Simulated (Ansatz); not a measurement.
Ansatz (a first-principles code) input (B3LYP/STO-3G):

Ansatz 0.2 input:
```yaml
crystal:
  periodic: [false, false, false]
  atoms:
    - {symbol: F, position_ang: [-1.81252000, -1.50158200, 0.52213600]}
    - {symbol: Si, position_ang: [-1.42748200, -0.02267100, 0.01317000]}
    - {symbol: Si, position_ang: [0.90169900, 0.05596900, -0.33182800]}
    - {symbol: F, position_ang: [1.25242400, 1.49625300, -0.93452700]}
    - {symbol: F, position_ang: [1.65904300, -0.07125800, 1.06937600]}
    - {symbol: H, position_ang: [-1.85076900, 0.95389300, 1.04005500]}
    - {symbol: H, position_ang: [-2.14894700, 0.23020600, -1.25409500]}
    - {symbol: H, position_ang: [1.47016000, -0.96099800, -1.23759900]}
basis:
  gaussian:
    orbitals: STO-3G
hamiltonian:
  xc: {name: B3LYP}
total_charge: 1
magnetization: {spin_polarized: true, initial_magnetization: 1}
```

Output:

```
Functional definition: B3LYP
integrals: 0.01 GiB planned
442 factors; integrals over basis functions are off by at most 3.5e-5 eV
mean field: 0.19 GiB planned
mean field evaluation 1: about -23639.2354 eV, gradient 3.0e1 eV
mean field evaluation 2: about -23620.8972 eV, gradient 6.7e1 eV
mean field evaluation 4: about -23646.5780 eV, gradient 1.1e1 eV
mean field evaluation 8: about -23647.4452 eV, gradient 1.6e-1 eV
mean field evaluation 16: about -23647.4455 eV, gradient 1.6e-4 eV
mean field -23647.44553347 eV, -869.0275945407 hartree, gradient 3.5e-5 eV, S^2 0.754539; 2 other end points of the search recorded, 0 dependent functions left out
reference -23647.44569124 eV, -869.0276003388 hartree; 29, 28 occupied and 7, 8 virtual orbitals, 442 factors
Total energy: -23647.44569124 eV, -869.0276003388 hartree
```

The dipole moment of an ion depends on the origin.

The geometry given is a B3LYP-D3(BJ)/def2-TZVP minimum of the species of charge 0 and multiplicity 1, not of this state.
